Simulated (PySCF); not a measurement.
# Correlation energy of Tm⁺ (thulium, charge +1)

Starting occupation: [Xe] 4f13 6s1, 4f5/2 with m_j = -5/2, -3/2, -1/2, +1/2, +3/2, +5/2, 4f7/2 with m_j = -5/2, -3/2, -1/2, +1/2, +3/2, +5/2, +7/2, 6s1/2 with m_j = +1/2. Computed with PySCF 2.14 in x2c-TZVPPall-2c (11s11p10d4f2g, 140 functions), with X2C-1e with screened-nucleus spin-orbit coupling, Gaussian nucleus. Frozen: [Ar] 3d10; 40 electrons correlated; the 18 highest virtual spinors left out.

MP2 pair energies summed by pair of shells (mhartree):

| pair | energy | share (%) |
| --- | --- | --- |
| 4f5/2-4f7/2 | -326.80 | 16.5 |
| 4f7/2-4f7/2 | -173.44 | 8.8 |
| 4f5/2-4f5/2 | -118.72 | 6.0 |
| 4d5/2-4f7/2 | -118.16 | 6.0 |
| 4d5/2-4f5/2 | -102.35 | 5.2 |
| 4f7/2-5p3/2 | -101.84 | 5.2 |
| 4f5/2-5p3/2 | -88.10 | 4.5 |
| 4d3/2-4f7/2 | -70.47 | 3.6 |
| 4f7/2-5p1/2 | -57.40 | 2.9 |
| 5p3/2-5p3/2 | -55.99 | 2.8 |
| 4d3/2-4f5/2 | -55.33 | 2.8 |
| 4d3/2-4d5/2 | -54.62 | 2.8 |
| 5p1/2-5p3/2 | -52.76 | 2.7 |
| 4f5/2-5p1/2 | -42.68 | 2.2 |
| 4d5/2-4d5/2 | -39.66 | 2.0 |
| 4f7/2-4p3/2 | -35.31 | 1.8 |
| 4f7/2-5s1/2 | -34.53 | 1.7 |
| 4d5/2-4p3/2 | -32.94 | 1.7 |
| 4f5/2-4p3/2 | -31.12 | 1.6 |
| 4f5/2-5s1/2 | -28.24 | 1.4 |
| 4d5/2-5p3/2 | -23.00 | 1.2 |
| 4d3/2-4p3/2 | -22.05 | 1.1 |
| 5p3/2-5s1/2 | -21.79 | 1.1 |
| 4f7/2-4p1/2 | -16.55 | 0.8 |
| 4d5/2-4p1/2 | -16.30 | 0.8 |
| 4d3/2-4d3/2 | -15.51 | 0.8 |
| 4d5/2-5s1/2 | -14.89 | 0.8 |
| 4f5/2-4p1/2 | -13.67 | 0.7 |
| 5p3/2-6s1/2 | -13.50 | 0.7 |
| 4d5/2-5p1/2 | -13.19 | 0.7 |

Total MP2 correlation energy: -1977.3 mhartree.

This basis was not built for core-valence correlation, so the inner-shell part is incomplete.
